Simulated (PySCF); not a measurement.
# Si4H10O3

Si4H10O3 is a molecule drawn as a unit of a network glass or zeolite (built as: Si Si Si Si, H ends, O bridges), neutral, singlet. The structure, one conformer, was relaxed in the gas phase by PBE0-D3(BJ)/def2-SVP. No frequency run checks that it is a minimum.

SMILES: [SiH3]O[SiH2]O[SiH2]O[SiH3]

```xyz
17

Si    2.093    0.672   -1.133
O     0.491    1.053   -0.895
Si   -0.540    1.911    0.076
O    -0.753    1.096    1.497
Si   -0.850   -0.450    2.086
O    -0.946   -1.539    0.855
Si   -0.932   -1.988   -0.740
H     2.236    0.066   -2.485
H     2.927    1.909   -1.044
H     2.547   -0.295   -0.090
H    -1.831    2.026   -0.648
H     0.044    3.241    0.394
H     0.377   -0.730    2.879
H    -2.075   -0.555    2.920
H     0.468   -2.031   -1.257
H    -1.527   -3.351   -0.838
H    -1.738   -1.036   -1.559
```
Atom numbers follow the order of the file, from 1.

Shieldings: GIAO PBE0/pcSseg-1. Shifts are against computed references at the same level: H TMS (σ 31.27 ppm), Si TMS (σ 352.0 ppm). Core levels by delta-SCF with SCAN, pcX-2 on the ionised atom and pcseg-1 elsewhere, spin-free X2C (2p3/2 is the spin-free 2p value less a third of a first-order spin-orbit splitting); from the vacuum level, for chosen atoms.

**Question.** Give the NMR and core-level values of the distinct atoms.

**Answer.** 
| atoms | bonded to | σ (ppm) | δ (ppm) | core level (eV) |
| --- | --- | --- | --- | --- |
| Si1 | 1 O + 3 H | 388.8 | -36.8 | 2p3/2 107.68 |
| O2 | 2 Si | 285.9 | - | 1s 538.00 |
| Si3 | 2 O + 2 H | 389.1 | -37.1 | 2p3/2 108.05 |
| O4 | 2 Si | 236.9 | - | - |
| Si5 | 2 O + 2 H | 391.1 | -39.1 | - |
| O6 | 2 Si | 295.3 | - | 1s 537.94 |
| Si7 | 1 O + 3 H | 389.8 | -37.8 | 2p3/2 107.56 |
| H8 H9 H10 | 1 Si | 26.15 | 5.11 | - |
| H11 | 1 Si | 26.19 | 5.07 | - |
| H12 | 1 Si | 26.24 | 5.03 | - |
| H13 | 1 Si | 26.19 | 5.08 | - |
| H14 | 1 Si | 26.26 | 5.01 | - |
| H15 H16 H17 | 1 Si | 26.13 | 5.14 | - |

Values are those of this one static structure, with the three H of a rotating XH3 group averaged; atoms that internal rotation interchanges would show their mean in an NMR spectrum.

**Question.** Which of Si1, Si3, Si7 holds its core electrons tightest, and by how much against the loosest?

**Answer.** Si3 (bonded to 2 O + 2 H), by 0.50 eV over Si7 (bonded to 1 O + 3 H).

**Question.** By CAM-B3LYP/def2-SVPD (TDDFT singlets, Tamm-Dancoff triplets, ionisation by delta-SCF), where does absorption start, and what does vertical ionisation take?

**Answer.** The lowest singlet lies at 7.47 eV (f 0.004), the strongest of the first 6 at 8.15 eV (f 0.014), the lowest triplet at 7.13 eV; vertical ionisation takes 10.58 eV.

The 3 runs behind this took 8.9 min in all, one thread each of Arm Neoverse V2 on a shared host, launched as `OMP_NUM_THREADS=1 python cluster_run.py task.json out`.
